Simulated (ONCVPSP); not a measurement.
**O: variants of one ONCV potential**

Base potential:

ONCVPSP 4.0.1 input, shortened (lines: element, Z, core and valence counts, functional; n l f; lmax; l rc ep ncon nbas qcut; lloc lpopt rc5 dvloc0; l nproj debl; icmod fcfact rcfact), PBE, scalar-relativistic:

```
  O 8.00    1    2        4      upf
    1    0    2.00
    2    0    2.00
    2    1    3.00
    2
    0    0.70    0.00    3    7    9.60
    1    1.75    0.00    5    8    7.80
    2    1.35    0.31    4    7    6.50
    4    5    0.45    6.00
    0    2    0.30
    1    2    3.30
    2    1    0.70
    1    0.60    0.00
```

In the s channel the program set the typed energies aside and used -1.458, 0.250 Ha.

Cutoffs, loose and tight: the cutoffs (Ha) at which the residual kinetic energy of the hardest occupied pseudo-wave falls to 1 and 0.1 mHa per electron. They do not see the model core or the augmentation charge, which bear on the density cutoff. Test errors are all-electron minus pseudo excitation energies from the reference, over the configurations 2s2 2p4; 2s2 2p2; 2s2 2p1; 2s2 2p0. A dash means not determined; rows that change the core or the reference have their own tests.

```tsv
change	outcome	cutoff, loose	cutoff, tight	bound ghosts	GHOST(+) flags above zero	largest test error (meV)
base	generated, projector energies reset by the program	42 Ha	81 Ha	none	d	+2721
p: nproj 3	generated, projector energies reset by the program	42 Ha	81 Ha	none	d	+2721
```

Question: What comes out with this change to the base: s: qcut 12.9; p: qcut 10.5; d: qcut 8.7?

Answer: outcome: generated, projector energies reset by the program; cutoff, loose: 46 Ha; cutoff, tight: 58 Ha; bound ghosts: none; GHOST(+) flags above zero: none; largest test error (meV): +1967.

Question: What comes out with this change to the base: reference 2s2 2p4?

Answer: outcome: generated, projector energies reset by the program; cutoff, loose: 41 Ha; cutoff, tight: 78 Ha; bound ghosts: none; GHOST(+) flags above zero: d; largest test error (meV): +1225.

Question: What comes out with this change to the base: all radii but the core radius scaled by about 1.22 (s 0.86, p 2.14, d 1.64 bohr); local potential polynomial inside 0.54 bohr (lpopt 5, dvloc0 6 Ha)?

Answer: outcome: generated, projector energies reset by the program; cutoff, loose: 37 Ha; cutoff, tight: 48 Ha; bound ghosts: none; GHOST(+) flags above zero: none; largest test error (meV): +4626.
